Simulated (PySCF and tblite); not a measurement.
Values are calculated unless marked as measured or tabulated.
C₃H₅F₃O₂S, numbered as in [CH3:1][S@:2](=[O:3])[CH2:4][O:5][C:6]([F:7])([F:8])[F:9].

Search: ETKDG and KDG, MMFF94s, GFN2-xTB, 200 starts; geometries at GFN2-xTB. Energies: PBE0-D3(BJ)/pcSseg-1, with GFN2-xTB thermal terms (modes under about 100 cm⁻¹ blended into free rotors). Symmetry numbers and mirror images are counted. Conformers within 2.5 kcal/mol (GFN2-xTB free energy) were kept, 4 at most. Codes: tblite and PySCF.

Torsions listed: O3–S2–C4–O5, S2–C4–O5–C6.

```tsv
conformer	shape	symmetry	dipole D
1	-168°, -75°	C1	2.05
2	-59°, 166°	C1	3.86
3	-170°, -170°	C1	1.73
4	79°, 80°	C1	4.29
```

Which of these conformers is the most populated at 298.15 K, and with what share?

Conformer 1, about 66 %. The lead over the next is within the error of the method.

Give the DFT energies and free energies relative to the lowest, and all weights.


```
conformer         shape  E(DFT) kcal/mol  G(298.15 K) kcal/mol  weight %
        1   -168°, -75°             0.00                  0.00      65.6
        2    -59°, 166°             1.83                  1.69       3.8
        3  -170°, -170°             0.69                  0.47      29.8
        4      79°, 80°             2.78                  2.65       0.7
```

How does its share change from 250 K to 350 K?

From 72 % to 60 %; the mixing entropy goes from 1.38 to 1.77 cal/(mol K).

The cap on conformers cut off some of the population, so the set may be incomplete.


Conformer gaps in pcSseg-1 on xTB geometries can be 2 kcal/mol off for S=O, P=O and other polar bonds.